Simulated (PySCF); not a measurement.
# `C=C1C[C@@H](Br)[C@@H](Cl)C1`, C6H8BrCl

Molfile (atoms numbered from 1):
```
C6H8BrCl
     RDKit          3D

 16 16  0  0  0  0  0  0  0  0999 V2000
    2.2350   -0.5168   -0.0609 C   0  0  0  0  0  0  0  0  0  0  0  0
    0.9524   -0.2076   -0.0716 C   0  0  0  0  0  0  0  0  0  0  0  0
   -0.1516   -1.0885   -0.6070 C   0  0  0  0  0  0  0  0  0  0  0  0
   -1.4331   -0.4514   -0.0828 C   0  0  1  0  0  0  0  0  0  0  0  0
   -1.8010   -1.0958    1.7338 Br  0  0  0  0  0  0  0  0  0  0  0  0
   -1.0849    1.0323   -0.0713 C   0  0  1  0  0  0  0  0  0  0  0  0
   -2.2167    2.0293    0.8773 Cl  0  0  0  0  0  0  0  0  0  0  0  0
    0.3462    1.0686    0.4559 C   0  0  0  0  0  0  0  0  0  0  0  0
    2.9775    0.1567    0.3296 H   0  0  0  0  0  0  0  0  0  0  0  0
    2.5894   -1.4594   -0.4403 H   0  0  0  0  0  0  0  0  0  0  0  0
   -0.0387   -2.1272   -0.2975 H   0  0  0  0  0  0  0  0  0  0  0  0
   -0.1527   -1.0627   -1.7012 H   0  0  0  0  0  0  0  0  0  0  0  0
   -2.3256   -0.6866   -0.6614 H   0  0  0  0  0  0  0  0  0  0  0  0
   -1.1306    1.4085   -1.0982 H   0  0  0  0  0  0  0  0  0  0  0  0
    0.3388    1.0528    1.5490 H   0  0  0  0  0  0  0  0  0  0  0  0
    0.8881    1.9569    0.1352 H   0  0  0  0  0  0  0  0  0  0  0  0
  1  2  2  0
  2  3  1  0
  3  4  1  0
  4  5  1  0
  4  6  1  0
  6  7  1  0
  6  8  1  0
  8  2  1  0
  1  9  1  0
  1 10  1  0
  3 11  1  0
  3 12  1  0
  4 13  1  6
  6 14  1  6
  8 15  1  0
  8 16  1  0
M  END
```

Computed, not measured: TDDFT B3LYP/def2-SVPD circular dichroism and optical rotation, one conformer, gas phase in PySCF. Geometry: GFN2-xTB.

The calculation is non-relativistic, which matters for the atoms heavier than Zn. States above about 7.3 eV lie in this functional's continuum (it starts at minus the energy of the highest occupied orbital, well below the true ionisation energy for most functionals) and depend on the basis.

**Question.** Draw the ECD and absorption spectra from the lowest 16 states, each a Gaussian of half-width 0.35 eV at 1/e height.

**Answer.** 
```csv
E (eV),λ (nm),Δε (L mol⁻¹ cm⁻¹),ε (L mol⁻¹ cm⁻¹)
5.08,244,+0.27,21.2
5.18,240,+0.52,47
5.28,235,+0.83,90.5
5.38,231,+1.03,153
5.48,226,+0.93,228
5.58,222,+0.40,310
5.68,218,-0.38,404
5.78,215,-0.99,544
5.88,211,-1.00,809
5.98,207,-0.31,1310
6.08,204,+0.75,2160
6.18,201,+1.60,3420
6.28,198,+1.79,5090
6.38,194,+1.22,7020
6.48,191,+0.09,8880
6.58,189,-1.43,10200
6.68,186,-3.17,10700
6.78,183,-4.57,10300
6.88,180,-4.53,9290
6.98,178,-2.18,8270
7.08,175,+2.02,7510
7.18,173,+5.97,6930
7.28,170,+7.26,6270
```
Δε uses R in velocity form, ε uses f in length form. Only the states computed contribute, so the short-wavelength end is incomplete.
